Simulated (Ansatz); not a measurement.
BiH2(SMe) (CH5BiS). Total charge 0; singlet. Geometry r2SCAN-D4/def2-TZVP, basis def2-TZVP, Ansatz.

| run | HOMO (eV) | LUMO (eV) |
| --- | --- | --- |
| A | -5.42 | -2.17 |
| B | -5.27 | -1.85 |
| C | -9.27 | 1.58 |
| D | -5.32 | -1.94 |
| E | -6.12 | -1.57 |
| F | -5.64 | -1.78 |

In the def2 sets Bi takes a core potential; there is no spin–orbit coupling. HSE06 is defined as in plane-wave codes, on full-range PBE exchange.

The runs used B97M-V, HF, HSE06, LDA (SPW92), PBE, revPBE. Estimate which is which.

A LDA (SPW92) (0 % exact exchange); B revPBE (0 % exact exchange); C HF (100 % exact exchange); D PBE (0 % exact exchange); E HSE06 (range-separated); F B97M-V (0 % exact exchange). Exact exchange lowers occupied and raises empty levels; among semilocal functionals meta-GGAs tend to open the gap a little, and such runs are hard to tell apart. The gap grows from 3.25 eV (LDA (SPW92)) to 10.85 eV (HF).
